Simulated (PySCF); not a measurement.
Record of a relaxation.

Compound: SbMe2(vinyl), C4H9Sb.
Bonds: Sb1–C2, Sb1–C6, Sb1–C10, C10–C11. Hydrogens: H3, H4, H5 on C2; H7, H8, H9 on C6; H12 on C10; H13, H14 on C11.

Method: PySCF 2.14.0, PBE0-D3(BJ)/def2-SVP geometry optimisation, gas phase, def2 core potentials past Kr; density fitting, grid level 1; the optimiser is geomeTRIC in internal coordinates, started from a GFN2-xTB structure with every atom displaced at random (about 0.03 Å). The frame can shift and turn from step to step; on so coarse a grid that alone can change the energy by a few meV, and forces under 0.02 eV/Å are noise.

Step 0: E = -10823.0542 eV, largest atomic force 2.966 eV/Å
```
atom  x, y, z in Å  |  force x, y, z in eV/Å
Sb1     0.285    0.281    1.139   -0.983   1.112   0.090
C2      1.989    0.300   -0.117    0.944  -1.276  -0.729
H3      1.662    0.302   -1.184    0.300  -0.136   0.478
H4      2.683   -0.571    0.098   -0.855   0.563  -0.347
H5      2.609    1.166    0.059    0.200   0.803   0.124
C6     -0.718    1.913   -0.094    2.596  -0.687   0.333
H7     -1.721    1.997    0.189   -2.060   0.035   0.439
H8     -0.590    1.643   -1.150   -0.104   0.048  -0.021
H9     -0.209    2.862    0.131    0.050  -0.029  -0.116
C10    -0.710   -1.220    0.017    0.354   0.066  -0.378
C11    -1.355   -2.254    0.541    0.024   0.326  -2.310
H12    -0.607   -1.111   -1.069   -0.051  -0.147  -0.120
H13    -1.506   -2.341    1.553   -0.240  -0.343   2.936
H14    -1.833   -3.010   -0.068   -0.175  -0.337  -0.380
```

Step 1: E = -10823.3509 eV, largest atomic force 0.455 eV/Å
```
atom  x, y, z in Å  |  force x, y, z in eV/Å
Sb1     0.229    0.343    1.109    0.207  -0.403  -0.046
C2      2.027    0.330   -0.135    0.126   0.032   0.154
H3      1.755    0.298   -1.199   -0.051  -0.010  -0.042
H4      2.662   -0.535    0.101   -0.093  -0.087   0.014
H5      2.633    1.231    0.051   -0.139   0.035   0.013
C6     -0.686    1.891   -0.067    0.049   0.119   0.081
H7     -1.749    1.970    0.201   -0.002   0.048  -0.125
H8     -0.555    1.624   -1.124   -0.143   0.126  -0.077
H9     -0.176    2.841    0.151   -0.074   0.050  -0.082
C10    -0.742   -1.228   -0.020    0.215   0.059   0.247
C11    -1.400   -2.247    0.539    0.004  -0.023  -0.132
H12    -0.645   -1.165   -1.113   -0.113  -0.028   0.008
H13    -1.494   -2.375    1.625    0.004   0.089  -0.037
H14    -1.879   -3.021   -0.075    0.009  -0.007   0.023
```

Step 2: E = -10823.3699 eV, largest atomic force 0.261 eV/Å
```
atom  x, y, z in Å  |  force x, y, z in eV/Å
Sb1     0.239    0.320    1.099   -0.109   0.111  -0.153
C2      2.031    0.307   -0.130    0.074   0.108   0.029
H3      1.760    0.280   -1.194   -0.018   0.004  -0.025
H4      2.649   -0.569    0.107   -0.004  -0.062   0.029
H5      2.626    1.213    0.069   -0.067  -0.042  -0.012
C6     -0.696    1.921   -0.069    0.066  -0.167   0.189
H7     -1.762    2.002    0.197    0.082  -0.013  -0.038
H8     -0.592    1.691   -1.138   -0.045   0.017  -0.043
H9     -0.195    2.874    0.151   -0.004   0.014   0.003
C10    -0.720   -1.246   -0.026    0.047   0.036  -0.049
C11    -1.382   -2.261    0.533    0.017   0.030   0.186
H12    -0.645   -1.183   -1.121   -0.029  -0.018  -0.009
H13    -1.466   -2.348    1.627   -0.041  -0.060  -0.145
H14    -1.868   -3.045   -0.062    0.030   0.042   0.038
```

Step 3: E = -10823.3740 eV, largest atomic force 0.088 eV/Å
```
atom  x, y, z in Å  |  force x, y, z in eV/Å
Sb1     0.237    0.320    1.087   -0.056   0.067   0.004
C2      2.031    0.309   -0.131    0.056   0.014  -0.025
H3      1.762    0.281   -1.197    0.006   0.001   0.007
H4      2.643   -0.572    0.112   -0.005   0.009   0.002
H5      2.618    1.216    0.072   -0.001  -0.015  -0.007
C6     -0.692    1.916   -0.067    0.029  -0.047   0.036
H7     -1.755    1.997    0.199    0.012  -0.001   0.000
H8     -0.598    1.700   -1.141   -0.014   0.009  -0.012
H9     -0.194    2.871    0.156   -0.002   0.007   0.004
C10    -0.716   -1.245   -0.032    0.001   0.030   0.051
C11    -1.374   -2.254    0.541   -0.045  -0.065  -0.024
H12    -0.652   -1.190   -1.128   -0.010  -0.034   0.006
H13    -1.474   -2.355    1.629    0.042   0.040  -0.042
H14    -1.855   -3.038   -0.056   -0.013  -0.016  -0.001
```

Step 4: E = -10823.3749 eV, largest atomic force 0.068 eV/Å
```
atom  x, y, z in Å  |  force x, y, z in eV/Å
Sb1     0.234    0.325    1.082    0.018  -0.048   0.045
C2      2.035    0.312   -0.132   -0.004  -0.027  -0.012
H3      1.770    0.283   -1.199    0.005  -0.001   0.008
H4      2.644   -0.569    0.117   -0.004   0.018  -0.004
H5      2.621    1.220    0.071    0.013   0.008   0.005
C6     -0.690    1.915   -0.066   -0.006   0.030  -0.052
H7     -1.753    1.996    0.202   -0.019   0.007   0.010
H8     -0.603    1.703   -1.142   -0.004   0.009   0.004
H9     -0.193    2.870    0.157   -0.002   0.000   0.001
C10    -0.721   -1.247   -0.032   -0.004   0.003  -0.040
C11    -1.377   -2.259    0.538    0.014   0.017   0.029
H12    -0.660   -1.196   -1.128    0.003   0.002  -0.011
H13    -1.464   -2.351    1.627   -0.009  -0.020   0.021
H14    -1.860   -3.046   -0.053    0.001   0.002  -0.007
```

Step 5: E = -10823.3753 eV, largest atomic force under 0.02 eV/Å
```
atom  x, y, z in Å  |  force x, y, z in eV/Å
Sb1     0.232    0.323    1.080    0.005  -0.006  -0.014
C2      2.036    0.311   -0.131   -0.014   0.000   0.003
H3      1.774    0.282   -1.199    0.000   0.000  -0.001
H4      2.645   -0.570    0.117    0.001  -0.001   0.003
H5      2.623    1.218    0.074    0.003   0.003   0.003
C6     -0.693    1.919   -0.067    0.006  -0.002  -0.013
H7     -1.756    2.000    0.203   -0.004   0.000   0.007
H8     -0.607    1.710   -1.144   -0.001   0.002   0.003
H9     -0.195    2.873    0.158    0.001  -0.001   0.002
C10    -0.723   -1.248   -0.036    0.006   0.008   0.006
C11    -1.375   -2.260    0.540    0.007  -0.003  -0.006
H12    -0.664   -1.198   -1.132   -0.006   0.000   0.002
H13    -1.458   -2.354    1.629   -0.003   0.002   0.006
H14    -1.859   -3.048   -0.049    0.001  -0.001  -0.002
```

Problem. Summarise the path.

Solution. The energy falls by 7.41 kcal/mol from step 0 to step 5; nine tenths of that is first reached at step 1. It falls at every step. The largest force goes from 2.966 to under 0.02 eV/Å. Among the bonds Sb1–C6 changes most, from 2.278 to 2.173 Å; the atoms move by 0.069 Å rms after alignment.

What follows is the cost of the whole optimisation. On one thread of an Arm Neoverse V2, no GPU, shared host with 96 logical CPUs at a one-minute load of 37, this took 39 s wall and 0.47 GiB of memory at its peak.
